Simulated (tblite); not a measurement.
Start geometry of `CCP(CCC#N)C(F)(F)F` from a force field or distance geometry (Å):
```
atom  x, y, z in Å
C1     2.9263   -0.5874   -0.7281
C2     1.5020   -0.9245   -0.2908
P3     0.2794    0.3568   -0.7297
C4    -1.2604   -0.4355   -0.0812
C5    -2.5278    0.3780   -0.2957
C6    -3.7163   -0.3695    0.1366
N7    -4.6395   -0.9644    0.4885
C8     0.5836    1.5995    0.4906
F9     1.7686    2.1150    0.1933
F10    0.5511    0.9792    1.6707
F11   -0.4183    2.4703    0.3471
H12    2.9612   -0.3981   -1.8034
H13    3.5887   -1.4154   -0.4942
H14    3.3079    0.2985   -0.2127
H15    1.2094   -1.8570   -0.7664
H16    1.4950   -1.1174    0.8098
H17   -1.3635   -1.4074   -0.5766
H18   -1.1435   -0.6724    0.9944
H19   -2.4810    1.3296    0.2515
H20   -2.6278    0.6327   -1.3591
```

Task: What comes out of this run: tblite, GFN2-xTB geometry optimisation, gas phase?

Result: 
```
atom  x, y, z in Å
C1     2.914   -0.606   -0.736
C2     1.492   -0.957   -0.312
P3     0.248    0.303   -0.879
C4    -1.255   -0.462   -0.085
C5    -2.521    0.372   -0.319
C6    -3.678   -0.360    0.131
N7    -4.576   -0.966    0.494
C8     0.571    1.581    0.488
F9     1.741    2.205    0.314
F10    0.589    1.067    1.731
F11   -0.379    2.530    0.486
H12    2.971   -0.476   -1.814
H13    3.593   -1.405   -0.449
H14    3.253    0.313   -0.263
H15    1.192   -1.897   -0.783
H16    1.427   -1.083    0.773
H17   -1.378   -1.441   -0.559
H18   -1.089   -0.621    0.985
H19   -2.479    1.320    0.225
H20   -2.641    0.594   -1.384
```

The energy falls by 66.5 kJ/mol over 44 L-BFGS steps, the largest force on an atom goes from 4.46 to 0.010 eV/Å, and the atoms move by 0.081 Å rms after alignment. The bond that changes most is P3–C8 (phosphine phosphorus to CF3 carbon), which lengthens by 0.131 Å. Bonds longer at the end by more than 0.005 Å: 8 of 19; shorter: 6. Among the angles that change most is P3–C8–F10, from 106.2° to 114.3°. Rotational constants go from 1597, 556.5, 466.7 to 1468, 562.7, 462.7 MHz. The orientation of the end geometry is arbitrary; only internal coordinates are fixed.

Its GFN2-xTB frequencies are all real (lowest 16 cm⁻¹). The numbers are those of one conformer. 3 starts were optimised and ended at 0.00, 0.26 and 0.48 kcal/mol (GFN2-xTB); the lowest of these is shown.

These are computed values.
